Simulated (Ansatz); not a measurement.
System: sum formula GeOF, net charge 0, doublet state. It need not be the lowest isomer of its formula. 
Geometry from a B3LYP-D3(BJ)/def2-TZVP (Ansatz, a first-principles code) optimisation:
SMILES: [O]=[Ge][F]
```xyz
3

Ge    -0.1082     0.2726    -0.1379
O     -1.2285    -0.9940    -0.0416
F      1.4768    -0.0856     0.5271
```
Charge 0, spin multiplicity 2.

Basis-set convergence of Hartree-Fock and CCSD(T) correlation energies (hartree) with Ansatz. Cores are frozen in the correlated levels unless marked. UHF or UKS for open shells. Spin-orbit coupling is left out. Frozen are the shells of the preceding noble gas and the d and f shells that filled before the atom's block. Non-relativistic.

The T1 diagnostic of CCSD in the largest basis is 0.091, which is high, so the coupled-cluster rows are less sure than usual.

```csv
basis,functions,E(HF),"E(corr, CCSD(T))"
cc-pVDZ,55,-2249.63099,-0.45221
cc-pVTZ,103,-2249.77192,-0.58593
cc-pVQZ,178,-2249.79213,-0.63287
```

Extrapolating the two largest sets (X = 3 and 4) as X^-3: E(corr) = (64·(-0.63287) - 27·(-0.58593))/37 = -0.6671 Eh, an estimate of the basis-set limit. The largest set recovers 94.9 % of it, the smallest 67.8 %.
